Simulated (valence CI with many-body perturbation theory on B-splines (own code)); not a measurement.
**Forbidden lines of Cu6+**

Computed by valence CI with perturbative core correlation (CI+MBPT): five valence electrons over a frozen Dirac-Fock core [Ar], a basis of 7 s, 7 p, 8 d, 6 f, 4 g, 1 h functions for each j, with the one-electron correlation potential Σ1 (screened to all orders), the two-electron term Σ2, the three-electron term Σ3, Breit, model QED; selected single and double excitations, second order for the rest, scaled by the run's own slope (own B-spline code, finite nucleus).

Against 36 measured levels this calculation errs by 876 cm⁻¹ on average and by 2342 at most. These come from a selection out of Gamrath, thesis, University of Mons (2023). Levels without a partner in it may be off by more, other configurations by 1,000 to 8,000 cm⁻¹. Among the levels kept, up to 1700 cm⁻¹ of a level comes from second order outside the variational space, and about a tenth of that is noise between levels of different J, which matters for small intervals. The list stops below the first excitations out of the core. Only levels of the ground parity were solved; by the run's estimate the other parity begins above the list, which can be wrong where configurations are misplaced.

Lines 1 to 50 of 103 in falling wavelength, among levels below 410280 cm⁻¹, chosen from the decays that carry over 1 % of a level's rate. Wavelengths and rates use the calculated energies, so an error of 900 cm⁻¹ moves a line at 6342 nm by 57 % and its rate by three times that or more. Electric multipoles are in the length gauge, E1 and E2 with the static RPA response of the core. Weak lines are less certain than strong ones. Lines between different terms over intervals too small for the method are left out, as are lines whose strength nearly cancels and 17 of this kind that miss the measured wavelength by over 7 %. Where a level lies close to another of its J and parity, the split of strength between their lines is uncertain. Branching is blank where the lifetime is uncertain.

Names give the largest LS component (configuration and term), which can be under half, so a name can repeat, a term be missing and a line seem to break the LS rules; names also repeat where a configuration has a term twice. Letters in brackets count levels of one name in rising energy.

| λ vac (nm) | λ from measured levels | Upper | Lower | Type | A (s⁻¹) | Branch % |
| --- | --- | --- | --- | --- | --- | --- |
| 1.537e+05 | 1.590e+05 | 3d⁵ ⁴G_7/2 | 3d⁵ ⁴G_5/2 | M1 | 1.19e-05 | 70.7 |
| 78560 | 75590 | 3d⁵ ⁴G_9/2 | 3d⁵ ⁴G_11/2 | M1 | 7.29e-05 | 99.9 |
| 6342 | 6206 | 3d⁵ ⁴F_5/2 | 3d⁵ ²F_7/2 [a] | M1 | 4.87e-02 | 1.4 |
| 4609 | 4930 | 3d⁵ ²G_7/2 [a] | 3d⁵ ²H_9/2 | M1 | 3.87e-02 |  |
| 3075 | 3131 | 3d⁵ ²G_9/2 [a] | 3d⁵ ²H_9/2 | M1 | 2.16e-01 | 10.9 |
| 2993 | 2831 | 3d⁵ ²F_7/2 [a] | 3d⁵ ²D_5/2 [a] | M1 | 9.77e-02 | 1.8 |
| 2824 | 2637 | 3d⁵ ⁴F_5/2 | 3d⁵ ²D_3/2 [a] | M1 | 2.73e-01 | 7.9 |
| 2274 | 2146 | 3d⁵ ⁴F_3/2 | 3d⁵ ²D_3/2 [a] | M1 | 1.36e-01 | 3.0 |
| 2034 | 1944 | 3d⁵ ⁴F_5/2 | 3d⁵ ²D_5/2 [a] | M1 | 1.53e-01 | 4.4 |
| 1914 | 1827 | 3d⁵ ⁴F_7/2 | 3d⁵ ²D_5/2 [a] | M1 | 2.71e-01 | 5.6 |
| 1547 | 1503 | 3d⁵ ²F_5/2 [a] | 3d⁵ ²D_5/2 [a] | M1 | 1.39e+00 | 14.5 |
| 1022 | 1091 | 3d⁵ ⁴D_7/2 | 3d⁵ ⁴G_7/2 | M1 | 2.41e-02 |  |
| 1022 | 1091 | 3d⁵ ⁴D_7/2 | 3d⁵ ⁴G_9/2 | M1 | 1.99e-02 |  |
| 987.6 | 956.9 | 3d⁵ ²F_5/2 [b] | 3d⁵ ²F_5/2 [a] | M1 | 2.26e-02 | 1.2 |
| 924.6 | 901.5 | 3d⁵ ²F_5/2 [b] | 3d⁵ ⁴F_3/2 | M1 | 6.92e-01 | 35.5 |
| 880.0 | 859.8 | 3d⁵ ²F_5/2 [b] | 3d⁵ ⁴F_7/2 | M1 | 3.55e-01 | 18.2 |
| 856.7 | 836.1 | 3d⁵ ²F_5/2 [b] | 3d⁵ ⁴F_5/2 | M1 | 1.15e-01 | 5.9 |
| 835.3 | 815.6 | 3d⁵ ²F_7/2 [b] | 3d⁵ ⁴F_5/2 | M1 | 6.25e-01 | 30.9 |
| 826.2 | 809.8 | 3d⁵ ²F_7/2 [b] | 3d⁵ ⁴F_9/2 | M1 | 9.30e-01 | 46.0 |
| 754.8 | 736.8 | 3d⁵ ²F_5/2 [b] | 3d⁵ ²F_7/2 [a] | M1 | 2.08e-01 | 10.7 |
| 725.1 | 771.6 | 3d⁵ ²H_9/2 | 3d⁵ ²I_11/2 | M1 | 5.70e-01 | 14.4 |
| 677.1 | 712.4 | 3d⁵ ²H_11/2 | 3d⁵ ²I_13/2 | M1 | 9.43e-01 |  |
| 670.6 | 704.4 | 3d⁵ ²H_11/2 | 3d⁵ ²I_11/2 | M1 | 1.80e+00 |  |
| 657.3 | 634.8 | 3d⁵ ²F_5/2 [b] | 3d⁵ ²D_3/2 [a] | M1 | 2.50e-01 | 12.8 |
| 592.1 | 574.6 | 3d⁵ ²F_7/2 [b] | 3d⁵ ²D_5/2 [a] | M1 | 1.29e-01 | 6.4 |
| 586.8 | 619.1 | 3d⁵ ²G_9/2 [a] | 3d⁵ ²I_11/2 | M1 | 3.83e-01 | 19.3 |
| 561.5 | 556.2 | 3d⁵ ²F_7/2 [a] | 3d⁵ ⁴D_5/2 | M1 | 3.28e-01 | 6.0 |
| 539.3 | 535.8 | 3d⁵ ²F_7/2 [a] | 3d⁵ ⁴D_7/2 | M1 | 5.16e-01 | 9.4 |
| 515.8 | 510.4 | 3d⁵ ⁴F_5/2 | 3d⁵ ⁴D_5/2 | M1 | 2.45e-01 | 7.1 |
| 515.8 | 504.8 | 3d⁵ ²D_5/2 [a] | 3d⁵ ⁴P_3/2 | M1 | 8.10e-01 | 9.0 |
| 506.8 | 496.4 | 3d⁵ ²D_5/2 [a] | 3d⁵ ⁴P_5/2 | M1 | 4.45e+00 | 49.5 |
| 500.3 | 495.3 | 3d⁵ ⁴F_9/2 | 3d⁵ ⁴D_7/2 | M1 | 1.09e+00 | 31.4 |
| 500.3 | 495.3 | 3d⁵ ⁴F_9/2 | 3d⁵ ⁴D_7/2 | E2 | 3.63e-02 | 1.1 |
| 499.0 | 472.1 | 3d⁵ ²I_11/2 | 3d⁵ ⁴G_9/2 | M1 | 3.46e-02 |  |
| 497.0 | 493.2 | 3d⁵ ⁴F_5/2 | 3d⁵ ⁴D_7/2 | M1 | 5.45e-02 | 1.6 |
| 495.8 | 469.2 | 3d⁵ ²I_11/2 | 3d⁵ ⁴G_11/2 | M1 | 1.14e-01 |  |
| 494.0 | 488.8 | 3d⁵ ⁴F_3/2 | 3d⁵ ⁴D_5/2 | M1 | 3.61e-01 | 7.9 |
| 493.9 | 488.8 | 3d⁵ ⁴F_3/2 | 3d⁵ ⁴D_3/2 | M1 | 1.45e+00 | 31.6 |
| 492.3 | 465.7 | 3d⁵ ²I_13/2 | 3d⁵ ⁴G_11/2 | M1 | 4.61e-03 | 98.6 |
| 490.4 | 480.3 | 3d⁵ ²D_3/2 [a] | 3d⁵ ⁴P_1/2 | M1 | 5.60e-01 | 15.2 |
| 489.6 | 485.3 | 3d⁵ ⁴F_7/2 | 3d⁵ ⁴D_7/2 | M1 | 1.29e+00 | 26.6 |
| 488.0 | 483.7 | 3d⁵ ⁴F_3/2 | 3d⁵ ⁴D_1/2 | M1 | 8.53e-01 | 18.6 |
| 481.6 | 472.6 | 3d⁵ ²D_3/2 [a] | 3d⁵ ⁴P_3/2 | M1 | 2.16e+00 | 58.7 |
| 477.7 | 473.9 | 3d⁵ ²F_5/2 [a] | 3d⁵ ⁴D_5/2 | M1 | 1.75e+00 | 18.3 |
| 477.6 | 473.9 | 3d⁵ ²F_5/2 [a] | 3d⁵ ⁴D_3/2 | M1 | 4.50e-01 | 4.7 |
| 473.8 | 465.2 | 3d⁵ ²D_3/2 [a] | 3d⁵ ⁴P_5/2 | M1 | 5.85e-01 | 15.9 |
| 461.6 | 459.0 | 3d⁵ ²F_5/2 [a] | 3d⁵ ⁴D_7/2 | M1 | 1.98e-01 | 2.1 |
| 415.8 | 400.4 | 3d⁵ ²H_9/2 | 3d⁵ ⁴D_7/2 | M1 | 7.18e-02 | 1.8 |
| 405.7 | 395.5 | 3d⁵ ⁴F_5/2 | 3d⁵ ⁴P_5/2 | M1 | 3.54e-01 | 10.3 |
| 400.3 | 411.6 | 3d⁵ ²D_5/2 [a] | 3d⁵ ⁴G_7/2 | M1 | 1.76e+00 | 19.5 |
